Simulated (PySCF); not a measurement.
Radial density of Te (tellurium, neutral)

r2SCAN0, [Kr] 4d10 5s2 5p3 6s1, 6s spin antiparallel (an excited configuration). Calculation: PySCF 2.14, in aug-cc-pVDZ-PP with ECP28MDF (5s4p3d, 32 functions); a scalar-relativistic core potential. This is the valence pseudo-density: the core potential removes the inner electrons and smooths the orbitals near the nucleus.

```
r (bohr)  4πr²ρ (e/bohr)  4πr²(ρα − ρβ)
 0.00207       1.929e-05         0.0000
 0.00348       5.383e-05         0.0000
 0.00586       0.0001466         0.0000
 0.00986       0.0003737         0.0000
  0.0166       0.0008137         0.0000
  0.0279        0.001355         0.0000
  0.0469        0.001887         0.0000
  0.0789        0.003049         0.0000
   0.133         0.01989         0.0002
   0.223          0.2498         0.0024
   0.375           3.974         0.0534
   0.632           23.53         0.2710
    1.06           15.39        -0.0097
    1.79           4.108         1.3274
    3.01           1.282         0.8894
    5.06          0.3565        -0.2047
    8.50         0.04065        -0.0406
```

Energies and moments cover only the electrons outside the core potential. The outer electron is Rydberg-like, and this basis confines it to a smaller radius and binds it less than a complete one would. With the s spin flipped the determinant is a mixture of two multiplicities, not a spectroscopic state.
